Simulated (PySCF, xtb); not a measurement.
F3S, SMILES F[S](F)F (connectivity only; charge and spin as stated), charge -1, multiplicity 1.

GFN2-xTB run with xtb at its own geometry gives an orbital gap of 3.09 eV.

The structure is a stationary point at B3LYP-D3(BJ)/def2-SVPD. The multiplicity is an assumed one; other spin states were not compared. The isomer is the one that the SMILES or the coordinates give; other isomers of the formula were not compared.

Q: What does B3LYP/def2-TZVPD in PySCF give? (Estimate from the structure and the level; the computed values follow.)

A: gap 4.47 eV (levels -0.96 and 3.51 eV).
